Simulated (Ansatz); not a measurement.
One change: `O=Nc1ccccc1` becomes `Clc1ccccc1`.

Ansatz, PBE0-D4/def2-TZVP geometries, multiplicity 1. Each molecule was computed in one conformer, which needn't be the lowest.

| property | `O=Nc1ccccc1` |
| --- | --- |
| HOMO energy (ωB97M-V/def2-TZVPP) / eV | -9.07 |
| HOMO energy (B3LYP/def2-TZVPP) / eV | -6.24 |
| LUMO energy (PBE/def2-TZVPP) / eV | -3.74 |
| HOMO energy (PBE/def2-TZVPP) / eV | -4.75 |
| HOMO–LUMO gap (PBE/def2-TZVPP) / eV | 1.01 |
| HOMO energy (PBE0/def2-TZVPP) / eV | -6.50 |

Question: Give the same properties after the change, and the shifts. (An estimate is asked.)

Answer: The calculation gave: 
```
                             property  `Clc1ccccc1`  shift
HOMO energy (ωB97M-V/def2-TZVPP) / eV         -9.19  -0.12
  HOMO energy (B3LYP/def2-TZVPP) / eV         -6.92  -0.68
    LUMO energy (PBE/def2-TZVPP) / eV         -1.46   2.28
    HOMO energy (PBE/def2-TZVPP) / eV         -6.11  -1.36
  HOMO–LUMO gap (PBE/def2-TZVPP) / eV          4.65   3.64
   HOMO energy (PBE0/def2-TZVPP) / eV         -7.14  -0.64
```

With PBE0 the HOMO falls by 0.64 eV and the LUMO rises by 2.20 eV, so the gap widens by about 2.84 eV. PBE moves the HOMO by -1.36 eV and ωB97M-V by -0.12 eV. The zero-point energy changes by -16.9 kJ/mol with -3 modes.

B3LYP here is the variant with VWN-RPA as its local correlation; programs differ in this.
